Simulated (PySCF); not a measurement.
CH4Cl2OSi2. Atoms are numbered in the order given.

```xyz
10

Cl     1.4984     0.1124     1.6725
Si     0.2951    -0.0152     0.0000
Cl     1.4984     0.1124    -1.6725
C     -0.9233    -1.4969     0.0000
O     -2.1560    -0.7678     0.0000
Si    -1.8465     0.9014     0.0000
H     -0.8487    -2.1389    -0.8943
H     -0.8487    -2.1389     0.8943
H     -2.3700     1.5876     1.2167
H     -2.3700     1.5876    -1.2167
```
Charge 0, spin multiplicity 1.

Coordinates come from a PBE0-D3(BJ)/def2-SVP optimisation. The structure was generated by enumeration, and PubChem lists no compound with its InChIKey, so it may never have been made.

Vertical ionisation energy (IE) and electron affinity (EA) in eV. Rows of orbital energies are one-electron estimates. Where ΔSCF, EOM or ADC give a negative EA the extra electron is unbound and the value depends on the basis.

| level | IE | EA |
|---|---|---|
| −ε(HOMO), −ε(LUMO), M06-2X/def2-TZVP (PySCF) | [?] | [?] |
| −ε(HOMO), −ε(LUMO), PBE/def2-TZVP (PySCF) | 6.72 | 1.66 |

**Question.** Complete the blanks. (Estimate from the structure and the level; the computed values follow.)

**Answer.** 
- −ε(HOMO), −ε(LUMO), M06-2X/def2-TZVP (PySCF), IE: 8.93
- −ε(HOMO), −ε(LUMO), M06-2X/def2-TZVP (PySCF), EA: 0.02
